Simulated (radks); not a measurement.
Results of a calculation; reference values are marked as such.
Dynamic dipole polarisability and lines of the nickel ion Ni25+, [He] 2s1. Level of theory: non-relativistic Kohn-Sham, PBE, spin-polarised, spherical densities, point nucleus; open shells are filled with parallel spins first (a radial shooting solver on a logarithmic mesh with Libxc functionals). Time-dependent linear response with the Hartree and adiabatic LDA kernel, continuum included through the Sternheimer equations. Lines are the poles of the dipole polarisability below minus the highest occupied eigenvalue, found on a grid refined at the orbital gaps; the lowest seven at most are given, and weak or close lines can be missed. The first line takes the name of the lowest orbital gap if no other gap lies below it; otherwise a line is named after a gap within 0.6 % of it, if that gap stands alone.

| photon energy (eV) | alpha (bohr^3) |
|---|---|
| 0 | 0.01203 |
| 191.30 | -0.0008512 |
| 420.85 | 0.00004567 |
| 650.41 | 0.0002047 |
| 879.97 | 0.0003242 |
| 1109.5 | 0.0005877 |
| 1339.1 | -0.03242 |
| 1568.6 | -0.0002576 |
| 1798.2 | -0.001230 |
| 2027.7 | -0.0001998 |
| 2257.3 | 0.00008071 |

Lines (eV, oscillator strength): 55.643 (22.28 nm, 2s-2p), f = 0.0493; 1335.8 (0.9282 nm, 2s-3p), f = 0.388; 1781.4 (0.6960 nm, 2s-4p), f = 0.0931; 1981.8 (0.6256 nm, 2s-5p), f = 0.0383; 2089.4 (0.5934 nm, 2s-6p), f = 0.0199; 2154.0 (0.5756 nm, unassigned), f = 0.0117; 2195.6 (0.5647 nm, unassigned), f = 0.00754. Higher lines, where found, are left out when the end of the mesh affects them. Those listed give 100 % of the static polarisability (sum of f/w^2). Orbital energy gaps for comparison: 2s-2p 51.968 eV; 2s-3p 1339.7 eV; 2s-4p 1782.6 eV; 2s-5p 1982.4 eV; 2s-6p 2089.8 eV.
